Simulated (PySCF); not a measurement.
## Structure from 2D NMR

Compound of formula C4H10NPSi. Correlations simulated from computed shifts and the bond graph:

HSQC (one-bond C–H):
```
  δH     δC
8.72  182.4
6.24  141.5
5.59  124.5
5.31  124.5
3.12   50.4
```

COSY cross peaks (H two or three bonds apart, from the bond graph; peaks can be absent where the dihedral angle is near 90°):
```
  δH    δH
8.72  3.12
6.24  5.59
6.24  5.31
6.24  3.12
5.59  5.31
5.55  1.19
```

HMBC (two and three bonds, from the bond graph):
```
  δH                   δC
8.72          141.5, 50.4
6.24   182.4, 124.5, 50.4
5.59          141.5, 50.4
5.55                182.4
5.31          141.5, 50.4
3.12  182.4, 141.5, 124.5
```

PySCF 2.14 calculation with NMR shieldings at PBE0/pcSseg-1/GIAO and structure optimised with GFN2-xTB; one conformer, fast rotation and ring inversion assumed for equivalent nuclei, relativity neglected, no solvent model.

Shifts are taken against calculated references (same method and geometry level): $^{1}$H (σref 31.72) and $^{13}$C (σref 186.93) vs TMS.

Exchangeable hydrogens are left out of these lists.

Which molecule is this?

Results:

`C=CC/C=N/[SiH2]P`.

Atoms are numbered as in `[CH2:1]=[CH:2][CH2:3]/[CH:4]=[N:5]/[SiH2:6][PH2:7]`. Each H is labelled by its parent atom. Ha(C1) is cis to C3; Hb(C1) is trans to C3.

δC 182.4 is C4, a C=N carbon (δH 8.72). δC 141.5 is C2, an alkene CH (δH 6.24). δC 124.5 is C1, a terminal =CH2 carbon (δH 5.59, 5.31). δC 50.4 is C3, an allylic sp3 CH2 (δH 3.12). COSY links 8.72–3.12, 6.24–5.59, 6.24–5.31, 6.24–3.12, 5.59–5.31, 5.55–1.19.

The shifts were computed for this structure.

Shifts are as computed. Against solution values, carbons near 30 ppm lie about +3 ppm off and those near 130 ppm about +5 ppm. Of 1309 compounds with measured shifts, 239 miss one by over three times the rms of a fit or turn the order of signals round; such compounds aren't used in these exercises.
